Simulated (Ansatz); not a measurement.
| atom | x (Å) | y (Å) | z (Å) |
| --- | --- | --- | --- |
| C | 0.0000 | 0.0000 | -0.4810 |
| O | 0.0000 | 0.0000 | 0.6194 |
| H | 0.0000 | -0.8689 | -1.0347 |
| H | 0.0000 | 0.8689 | -1.0347 |

Basis set: cc-pVDZ (spherical functions). Frozen core: 2 orbitals. Charge 0, multiplicity 1.

Computed with Ansatz (development build ahead of 0.2.0); each method stands on the lowest determinant of its kind that the runs found. Restricted open shells among the atoms or ions are ROHF, correlated in semicanonical orbitals with singles.

(1) Give the atomization energy at this shape (free ground-state atoms in the same class of orbitals less the molecule, no zero-point energy) of singlet CH₂O by RHF-MP2, RHF.

Answers

(1)

| method | atomization energy |
| --- | --- |
| RHF-MP2 | 328.47 kcal/mol |
| RHF | 241.05 kcal/mol |

Caution: no unrestricted run beside it, a lower state can exist; the shape is not the minimum.
